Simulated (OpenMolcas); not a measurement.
An OpenMolcas run meant for neutral nickel (ANO-RCC-VDZ, DKH2; inactive shells 1s 2s 2p 3s 3p; intended active space 10 electrons in 6 orbitals (3d 4s)). One step of its input:

```
&CASPT2
Multistate=15 1 2 3 4 5 6 7 8 9 10 11 12 13 14 15
Frozen=2 3
IPEA=-0.1
Imaginary=0.1
MaxIter=60
WThr=0.0 0.3 0.05
PrWF=0.5
NoMix
```

The run finished. Its levels beside those of a sound run (SS-CASPT2, IPEA 0.25 Eh, imaginary shift 0.1 Eh (closed shells correlated: 3s 3p)), in cm⁻¹ above each run's lowest level:

```csv
Level,This run,Usual run
3d⁸ 4s² ³F₄,0.0,0.0
3d⁹ 4s ³D₃,738,994
3d⁸ 4s² ³F₃,1303,1303
3d⁹ 4s ³D₂,1001,1704
3d⁸ 4s² ³F₂,2168,2175
3d⁹ 4s ³D₁,2346,2601
3d⁹ 4s ¹D₂,2596,4408
3d⁸ 4s² ¹D₂,12717,13041
3d⁸ 4s² ³P₂,16360,16791
3d⁸ 4s² ³P₁,16747,17187
3d⁸ 4s² ³P₀,17069,17508
3d⁸ 4s² ¹G₄,24890,24892
```

Question: Which setting is unsound, and how much does it matter here?

Answer: The IPEA shift is negative. Against the sound run the excited levels shown move by 420 cm-1 on average and by 1800 cm-1 at most.

Term energies are means over components that CASPT2 splits; among the terms shown or strongly mixed into the levels shown the widest spread is 1100 cm-1 (3d⁸ 4s² ¹G, this run). Over all roots computed the reference weight is 0.87 to 0.92 in the sound run, 0.80 to 0.91 in this run; the roots of lowest weight are the least certain, and an intruder state may touch them. A single d shell beside an s shell can misplace configurations of different d count against each other. The CASPT2 spread within a term exceeds the gap to the next term for 3d⁸ 4s² ³F and 3d⁹ 4s ³D, so the order of their levels is uncertain, and so are names and mixing where such terms share a J. Levels of configurations outside the active space are missing.
